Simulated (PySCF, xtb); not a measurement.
C2H6GeO3, SMILES C[C](=O)[GeH]([OH])[OH]. One conformer was computed; it need not be the lowest.

Harmonic wavenumbers (cm⁻¹) from GFN2-xTB (xtb) at its own minimum, in rising order: 40, 93, 115, 138, 199, 268, 276, 297, 304, 436, 524, 554, 582, 613, 647, 769, 801, 949, 967, 1104, 1348, 1424, 1427, 1716, 1806, 2996, 3009, 3032, 3640, 3673.

Question: What does PBE-D3(BJ)/def2-SVP in PySCF 2.14.0 give at its own minimum? (An estimate is asked for; the answer gives what the named calculation found.)

Answer: 32, 98, 125, 144, 150, 167, 282, 291, 303, 455, 572, 651, 665, 680, 691, 865, 879, 914, 945, 1107, 1297, 1369, 1373, 1751, 2024, 2962, 3049, 3094, 3720, 3732. Paired by order, the mean absolute difference is 49 cm⁻¹ and the zero-point energies are 48.2 and 49.2 kcal/mol.
